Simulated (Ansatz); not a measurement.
Computed with Ansatz on PBE0-D4/def2-TZVP structures; ΔE is electronic, products minus reactants. CBS: MP2 limit from def2 TZ/QZ plus the TZ coupled-cluster correction, frozen cores. This one scheme is used for every species. DFT in def2-TZVPP. B3LYP here is the variant with VWN-RPA as its local correlation; programs differ in this. Each species was taken in one conformer, which may not be the lowest.

Consider the ligand exchange at a B–C bond: `FCB1N[SiH2]1` + H₂S → `SB1N[SiH2]1` + `CF`.

```json
{"level": "PBE-D4", "ΔE (kJ/mol)": "-72.5", "difference from CCSD(T)/CBS": "-1.6"}
{"level": "PBE0-D4", "ΔE (kJ/mol)": "-72.7", "difference from CCSD(T)/CBS": "-1.8"}
{"level": "B3LYP-D4", "ΔE (kJ/mol)": "-70.6", "difference from CCSD(T)/CBS": "0.3"}
{"level": "PBE", "ΔE (kJ/mol)": "-71.6", "difference from CCSD(T)/CBS": "-0.7"}
{"level": "MP2/def2-TZVPP", "ΔE (kJ/mol)": "-77.8", "difference from CCSD(T)/CBS": "-6.9"}
{"level": "CCSD/def2-TZVPP", "ΔE (kJ/mol)": "-68.5", "difference from CCSD(T)/CBS": "2.4"}
{"level": "CCSD(T)/def2-TZVPP", "ΔE (kJ/mol)": "-70.5", "difference from CCSD(T)/CBS": "0.4"}
{"level": "MP2/def2-QZVPP", "ΔE (kJ/mol)": "-77.9", "difference from CCSD(T)/CBS": "-7.0"}
{"level": "MP2/CBS(def2)", "ΔE (kJ/mol)": "-78.2", "difference from CCSD(T)/CBS": "-7.3"}
{"level": "CCSD/CBS(def2)", "ΔE (kJ/mol)": "-69.0", "difference from CCSD(T)/CBS": "1.9"}
{"level": "CCSD(T)/CBS", "ΔE (kJ/mol)": "-70.9", "difference from CCSD(T)/CBS": "0"}
```

Largest T1 diagnostic among the species: 0.014.
